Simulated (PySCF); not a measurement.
Structure problem from calculated spectra and properties.

Formula: C6H6ClN.

| Quantity | Value |
| --- | --- |
| Triplet | lowest triplet excitation (Tamm–Dancoff): 3.82 eV [TDA CAM-B3LYP/def2-SVPD] |
| Valence photoelectron | vertical ionisation energy: 8.08 eV [ΔSCF CAM-B3LYP/def2-SVPD] |
| 1H NMR | chemical shifts (computed TMS as zero) by class: 7.40 (1 H), 6.80 (1 H), 6.73 (1 H), 6.52 (1 H), 3.22 (2 H) ppm [GIAO HF/pcSseg-1] |
| Rotational structure | rotational constants A, B, C: 3.417, 1.201, 0.889 GHz [PBE0-D3(BJ)/def2-SVP] |
| UV, strongest line | among the 10 lowest singlet transitions: S6 at 6.49 eV (191 nm, f = 0.429) [TDDFT CAM-B3LYP/def2-SVPD] |
| Polarisability | 93.5 au [CAM-B3LYP/def2-SVPD] |
| 13C NMR | chemical shifts (computed TMS as zero) by class: 158.5 (1 C), 150.7 (1 C), 141.5 (1 C), 122.4 (1 C), 118.0 (1 C), 115.1 (1 C) ppm [GIAO HF/pcSseg-1] |

Electronic properties: PySCF, gas phase, density fitting. Levels stand in brackets. Geometry: PBE0-D3(BJ)/def2-SVP; no solvent, vibrations or thermal averaging. NMR values are class means; diastereotopic atoms form classes of their own.

Question: What is the compound? Reason from the data.

Answer: Numbering: `[NH2:1][c:2]1[cH:3][cH:4][cH:5][c:6]([Cl:7])[cH:8]1`. Its formula, C6H6ClN, gives 4 degrees of unsaturation: 1 ring and 3 π bonds in the structure found (Kekulé form). 6 carbons fall into 6 classes; from least to most shielded: aromatic carbon bearing nitrogen [C2] (158.5 ppm), aromatic C–Cl carbon [C6] (150.7 ppm), aromatic CH carbon [C4] (141.5 ppm), aromatic CH carbon [C5] (122.4 ppm), aromatic CH carbon [C8] (118.0 ppm), aromatic CH carbon [C3] (115.1 ppm). Hydrogen classes from least to most shielded: 1 H on an aromatic CH carbon, C4 (7.40 ppm), 1 H on an aromatic CH carbon, C5 (6.80 ppm), 1 H on an aromatic CH carbon, C8 (6.73 ppm), 1 H on an aromatic CH carbon, C3 (6.52 ppm), 2 H on an aniline-type nitrogen, N1 (3.22 ppm). The first electron is taken from the HOMO, whose largest Löwdin shares are 0.24 on the aniline-type nitrogen, 0.19 on an aromatic CH carbon, 0.13 on the aromatic carbon bearing nitrogen and 0.13 on an aromatic CH carbon. By its constants the optimised geometry is an asymmetric top. Structure: `NC1=CC(Cl)=CC=C1`. Computed isomers that give other values at the same levels: `Nc1ccccc1Cl` (rotational constant A: 2.954 GHz; this holds for the one conformer computed). The assignments are read from this structure; whether some other isomer fits the data as well wasn't checked.

Conformer computed: `[NH2:1][c:2]1[cH:3][cH:4][cH:5][c:6]([Cl:7])[cH:8]1`: H–N1–C2–C3 21°, H–N1–C2–C3 162°.
